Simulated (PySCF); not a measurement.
Molfile (atoms numbered from 1):
```
C7H7N
     RDKit          3D

 15 14  0  0  0  0  0  0  0  0999 V2000
    4.0566    0.1905   -0.1299 C   0  0  0  0  0  0  0  0  0  0  0  0
    3.0282   -0.3621   -0.3892 C   0  0  0  0  0  0  0  0  0  0  0  0
    1.7626   -1.0093   -0.6905 C   0  0  0  0  0  0  0  0  0  0  0  0
    0.6484   -0.1981   -0.2367 C   0  0  0  0  0  0  0  0  0  0  0  0
   -0.2419    0.5080    0.1632 C   0  0  0  0  0  0  0  0  0  0  0  0
   -1.3254    1.3054    0.6175 C   0  0  0  0  0  0  0  0  0  0  0  0
   -2.5622    1.0816    0.5000 N   0  0  0  0  0  0  0  0  0  0  0  0
   -3.0541   -0.0877   -0.1574 C   0  0  0  0  0  0  0  0  0  0  0  0
    4.9665    0.6626    0.0914 H   0  0  0  0  0  0  0  0  0  0  0  0
    1.6808   -1.1670   -1.7724 H   0  0  0  0  0  0  0  0  0  0  0  0
    1.7241   -1.9859   -0.1936 H   0  0  0  0  0  0  0  0  0  0  0  0
   -1.0413    2.2197    1.1313 H   0  0  0  0  0  0  0  0  0  0  0  0
   -3.6607   -0.6447    0.5587 H   0  0  0  0  0  0  0  0  0  0  0  0
   -3.7149    0.2360   -0.9634 H   0  0  0  0  0  0  0  0  0  0  0  0
   -2.2711   -0.7411   -0.5623 H   0  0  0  0  0  0  0  0  0  0  0  0
  1  2  3  0
  2  3  1  0
  3  4  1  0
  4  5  3  0
  5  6  1  0
  6  7  2  0
  7  8  1  0
  1  9  1  0
  3 10  1  0
  3 11  1  0
  6 12  1  0
  8 13  1  0
  8 14  1  0
  8 15  1  0
M  END
```

PySCF calculation with geometry from GFN2-xTB and NMR shieldings at PBE0/pcSseg-1/GIAO; equivalent nuclei averaged, no solvent model, single conformer, non-relativistic.

Referencing at the same level of theory: ¹³C (σ = 186.93 ppm) and ¹H (σ = 31.72 ppm) against TMS; NH3 for ¹⁵N (σ = 267.73 ppm).

```
      atoms  nucleus  count  δ (ppm)
         C5      ¹³C      1        ?
        H12       ¹H      1     7.70
         C3      ¹³C      1     12.3
         C1      ¹³C      1     76.8
         H9       ¹H      1        ?
         C6      ¹³C      1    146.8
         N7      ¹⁵N      1    414.1
    H10/H11       ¹H      2     3.52
H13/H14/H15       ¹H      3     3.84
         C2      ¹³C      1     81.8
         C4      ¹³C      1        ?
         C8      ¹³C      1        ?
```

Q: Complete the table.

A: 
- C4: 101.0 ppm, alkyne carbon; the triple bond shields along its axis, which puts it between sp3 and sp2 carbons
- C5: 78.9 ppm, alkyne carbon; the triple bond shields along its axis, which puts it between sp3 and sp2 carbons
- C8: 46.8 ppm, methyl carbon bonded to N; pulled downfield by the heteroatom
- H9: 1.56 ppm, hydrogen on a terminal alkyne carbon; it lies on the axis of the triple bond, in its shielding cone

Shifts are as computed. Against solution values, carbons near 30 ppm lie about +3 ppm off and those near 130 ppm about +5 ppm. Of 1211 compounds with measured shifts, 218 miss one by over three times the rms of a fit or turn the order of signals round; such compounds aren't used in these exercises. Experimental scales use liquid or dissolved standards, which lie at an offset from isolated NH3 (liquid NH3: subtract about 20 ppm). Unscaled 15N shifts of sp2 nitrogen come out 20 to 40 ppm too high even then.
